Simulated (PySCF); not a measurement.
**Shapes and spin states of PdBr2**

These are results of PySCF, PBE0, basis Pd def2-SVP with ECP28, Br def2-SVP (scalar-relativistic core potentials, no spin–orbit coupling, density fitting), not measurements.

Relaxations began from a few typed shapes and spin states; open shells are unrestricted. The search is not exhaustive: other isomers or separated fragments can lie lower, and high-lying points may rest on an excited occupation.

```
   spin  group               bonds           angles  imaginary modes (cm⁻¹)  ΔE (kJ/mol)  ΔE with ZPE (kJ/mol)
triplet    D∞h  Pd–Br 2.329 Å (×2)  Br–Pd–Br 180.0°                    none          0.0                   0.0
triplet    C2v  Pd–Br 2.330 Å (×2)  Br–Pd–Br 179.8°                    none          0.0                  -0.2
singlet    C2v  Pd–Br 2.318 Å (×2)   Br–Pd–Br 94.1°                    none          5.9                   6.0
singlet    D∞h  Pd–Br 2.326 Å (×2)  Br–Pd–Br 180.0°                     74i         89.7                     –
```

The lowest minimum found is the triplet D∞h: Pd–Br 2.329 Å (×2); Br–Pd–Br 180.0°.

Formally Pd is in oxidation state +2, d8, with 2 unpaired electrons (the high-spin count). The Mulliken spin on Pd is 1.07. The polar-tensor charge on Pd, 0.78, is far below the formal one.

For the lowest minimum: open d and f shells are described by one determinant, and the ground state may have another occupation or spin.

The electron or spin density has lower symmetry than the nuclear frame for the singlet D∞h at 89.7 kJ/mol.
